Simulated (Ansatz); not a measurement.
## A basis-limit estimate, worked out

An elementary step of BNH₃OF, singlet (BNH₃OF ([NH2][B]([OH])[F]) → BNHF ([NH][B][F]) + H₂O (still joined by a long B–O bond); bonds formed: O2–H4; bonds broken: N3–H4; bonds weakened to dative contacts: B1–O2). “Start” is the structure reached by relaxing down from the saddle towards the reactants; PBE0-D4/def2-TZVP structures. The saddle:

B1  (-0.551, 0.163, 0.092)
O2  (0.322, -1.133, 0.276)
N3  (0.238, 0.845, -0.739)
H4  (0.923, -0.493, -0.359)
F5  (-1.689, 0.158, 0.769)
H6  (0.700, -1.261, 1.155)
H7  (0.057, 1.721, -1.195)
(Å)

Program: Ansatz 0.2.0. Basis: def2-TZVPP and def2-QZVPP. Cores are frozen in the correlated methods.

Energies in eV:

| quantity | saddle | start |
| --- | --- | --- |
| Hartree–Fock, triple zeta (X = 3) | -6948.03816 | -6951.76855 |
| Hartree–Fock, quadruple zeta (X = 4) | -6948.36285 | -6952.09625 |
| MP2 correlation, X = 3 | -22.25969 | -21.64613 |
| MP2 correlation, X = 4 | -24.06731 | -23.45167 |
| CCSD(T) correlation, X = 3 | -23.30584 | -22.73626 |

Question: Work out the barrier at the basis limit: extrapolate Hartree–Fock as E(X) = E∞ + A exp(−7.88 √X) and the MP2 correlation as E(X) = E∞ + B X^−2.97 (the exponents that Neese and Valeev fitted for def2-TZVPP and QZVPP), then add CCSD(T) − MP2 in triple zeta.

Answer: Each step is linear, so take the differences first (saddle − start): Hartree–Fock 3.73039 (X = 3) and 3.73340 (X = 4); MP2 correlation -0.61356 and -0.61564; CCSD(T) correlation -0.56958.
Two points give E∞ = E(4) + w [E(4) − E(3)], with w = 1/(exp(7.88 (2 − √3)) − 1) = 0.1377 for Hartree–Fock and w = 1/((4/3)^2.97 − 1) = 0.7407 for the correlation.
Hartree–Fock: 3.73340 + 0.1377 × 0.00301 = 3.7338 eV.
MP2 correlation: -0.61564 + 0.7407 × (-0.00208) = -0.6172 eV.
CCSD(T) − MP2: -0.56958 − (-0.61356) = 0.0440 eV.
Sum: 3.7338 + (-0.6172) + 0.0440 = 3.1606 eV, or 72.89 kcal/mol. Plain CCSD(T) in triple zeta gives 3.1608 eV, so the larger basis shifts the result by -0.0002 eV.

The T1 diagnostic stays at or below 0.013.

Labels in which every atom is bracketed show which atoms are joined, not bond orders.

For scale, one of the runs: CCSD(T)/def2-TZVPP, 166 basis functions, launched by `ansatz run in.yaml --threads 2 --pin off --events-out ev --progress --plain --max-ram 4352MiB`. Time: 23 s of wall clock on 2 CPU threads of an Intel Xeon Platinum 8488C; the host was shared. Peak host memory: 1.5 GiB.
